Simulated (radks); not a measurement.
Question: The gadolinium ion Gd3+, [Xe] 4f7. All-electron calculation, non-relativistic Kohn-Sham, r2SCAN, spin-polarised, spherical densities, point nucleus; meta-GGA in the generalised Kohn-Sham scheme. Program: a radial shooting solver on a logarithmic mesh with Libxc functionals. Every spin shell is full or empty, so the densities are truly spherical. Functionals are evaluated on that one density, not self-consistently. Rank these exchange functionals by their error against the exact value of the orbitals, and give that value: LDA, B88, revPBE, PW86, OPTX, WC, B86b, SCAN, Tao-Mo.

Answer: Exact: -235.840 hartree. From best to worst, with 100 (|E| - |E exact|)/|E exact| (equal figures are ties): B86b +0.09, B88 +0.14, SCAN +0.18, revPBE -0.18, PW86 -0.20, WC -0.65, Tao-Mo -0.74, OPTX +1.66, LDA -4.23.
